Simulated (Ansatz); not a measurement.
B(H2S)Cl3 (BH₂SCl₃). Total charge 0; singlet. Geometry PBE0-D4/def2-SVP.

Cartesian coordinates in Å:
```
B -0.403 0.670 0.360
S 0.769 -0.561 -0.974
H 1.538 -1.192 -0.056
H -0.080 -1.609 -1.094
Cl 0.820 1.896 0.854
Cl -0.948 -0.449 1.664
Cl -1.695 1.246 -0.755
```

Estimate the orbital energies around the gap (eV) in Ansatz with HF/def2-TZVP, PBE-D4/def2-TZVP, PBE0-D4/def2-TZVP, r2SCAN0-D4/def2-TZVP, ωB97X-V/def2-TZVP.


```tsv
orbital	HF/def2-TZVP	PBE-D4/def2-TZVP	PBE0-D4/def2-TZVP	r2SCAN0-D4/def2-TZVP	ωB97X-V/def2-TZVP
HOMO−13	-29.44	-20.14	-22.72	-23.32	-25.61
HOMO−12	-28.77	-20.11	-22.69	-23.23	-25.59
HOMO−11	-18.88	-12.85	-14.63	-14.99	-17.37
HOMO−10	-17.99	-12.74	-14.30	-14.60	-16.89
HOMO−9	-16.35	-11.22	-12.76	-13.04	-15.34
HOMO−8	-15.48	-10.38	-11.91	-12.19	-14.48
HOMO−7	-15.43	-10.33	-11.85	-12.14	-14.37
HOMO−6	-14.56	-9.72	-11.18	-11.42	-13.71
HOMO−5	-12.84	-7.98	-9.42	-9.68	-11.90
HOMO−4	-12.74	-7.92	-9.36	-9.61	-11.82
HOMO−3	-12.21	-7.51	-8.91	-9.16	-11.34
HOMO−2	-12.14	-7.45	-8.84	-9.09	-11.27
HOMO−1	-11.66	-7.34	-8.64	-8.86	-10.98
HOMO	-11.61	-6.93	-8.35	-8.58	-10.77
LUMO	2.62	-1.83	-0.83	-0.67	1.37
LUMO+1	2.83	-1.72	-0.78	-0.62	1.39
LUMO+2	3.55	-0.84	0.06	0.40	2.13
LUMO+3	5.41	0.64	1.72	1.93	4.04
LUMO+4	5.79	1.30	2.34	2.61	4.53
LUMO+5	5.92	1.38	2.43	2.70	4.65
```
